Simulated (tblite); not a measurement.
Compound: C6H11O (doublet state).
Atom-mapped SMILES: `[CH2:1]=[CH:2][CH2:3][C:4]([OH:5])[CH2:6][CH3:7]` (hydrogens: H8, H9 on C1; H10 on C2; H11, H12 on C3; H13 on O5; H14, H15 on C6; H16, H17, H18 on C7)

Cartesian coordinates in Å at the GFN2-xTB level; atoms count from 1:
```xyz
18
C6H11O angstrom
C     -1.9583    1.4510   -0.4383
C     -1.6449    0.2514    0.0212
C     -1.2154   -0.9029   -0.8419
C      0.2310   -1.1737   -0.6083
O      0.5004   -2.1097    0.3673
C      1.3024   -0.2254   -1.0128
C      1.7181    0.7494    0.1064
H     -2.2130    2.2667    0.2178
H     -1.9809    1.6648   -1.4945
H     -1.6229    0.0568    1.0848
H     -1.3911   -0.6633   -1.8928
H     -1.7798   -1.7975   -0.5725
H      1.4408   -2.0938    0.5740
H      2.1926   -0.7876   -1.3233
H      0.9540    0.3515   -1.8699
H      2.0568    0.2077    0.9877
H      0.8734    1.3715    0.3895
H      2.5279    1.3895   -0.2356
```

The geometry is computed with GFN2-xTB (gas phase). This method treats the open shell by occupation alone, without spin polarisation.

Take the most abundant isotopes and a rigid rotor. The values belong to one conformer with, in the numbering `[CH2:1]=[CH:2][CH2:3][C:4]([OH:5])[CH2:6][CH3:7]`, C1–C2–C3–C4 110°, C2–C3–C4–O5 92°, C3–C4–O5–H -169°, C3–C4–C6–C7 93°.

Task: What are A, B and C (MHz)?

Result: Ia = 152.90, Ib = 248.56, Ic = 335.10 u·Å²; 505379 MHz·u·Å²/I gives A = 3305, B = 2033, C = 1508 MHz.

Task: What kind of rotor is it?

Result: An asymmetric top; Ray's κ = -0.416.

Task: What does the inertial defect say?

Result: Not planar: Δ = Ic − Ia − Ib = -66.35 u·Å². For a rigid frame Δ = −2 Σ m c², so Σ m c² = 33.18 u·Å² lies off the ab plane: 12.63 from hydrogen and 20.55 from heavier atoms. The atom farthest from that plane is 1.55 Å away.

Task: Give the other two planar moments, Paa and Pbb, and the rms extents of the mass along the axes.

Result: Paa = Σ m a² = (Ib + Ic − Ia)/2 = 215.38 and Pbb = Σ m b² = (Ia + Ic − Ib)/2 = 119.72 u·Å². With the mass M = 99.08 u, the rms extents √(P/M) along a, b and c are 1.47, 1.10, 0.58 Å.

Task: List the rotational levels J(Ka,Kc) to J = 4 (MHz).

Result: Above 0(0,0):
J = 1: 1(0,1) 3541, 1(1,1) 4813, 1(1,0) 5339
J = 2: 2(0,2) 10492, 2(1,2) 11371, 2(1,1) 12946, 2(2,1) 16763, 2(2,0) 16895
J = 3: 3(0,3) 20636, 3(1,3) 21133, 3(1,2) 24262, 3(2,2) 27387, 3(2,1) 27999, 3(3,1) 35134, 3(3,0) 35156
J = 4: 4(0,4) 33798, 4(1,4) 34037, 4(1,3) 39143, 4(2,3) 41448, 4(2,2) 43061, 4(3,2) 49511, 4(3,1) 49656, 4(4,1) 60072, 4(4,0) 60075
Those of J = 1 are B + C, A + C and A + B.

Task: Estimate the classical rotational partition function at 10 K, 50 K and 200 K.

Result: Point group C1, symmetry number σ = 1; q = (√π/σ)·√((kT/h)³/(ABC)), k/h = 20836.6 MHz/K: 1670 at 10 K, 18700 at 50 K, 150000 at 200 K.

For this open shell read J as N, the rotation without spin; fine and hyperfine splittings come on top. Its GFN2-xTB frequencies are all real (lowest 48 cm⁻¹). No vibrational averaging or centrifugal distortion is included, and the geometry carries the error of its method.

On one thread of an Arm Neoverse N1, no GPU (shared host), this took 1.8 s of wall time. This is the geometry optimisation.
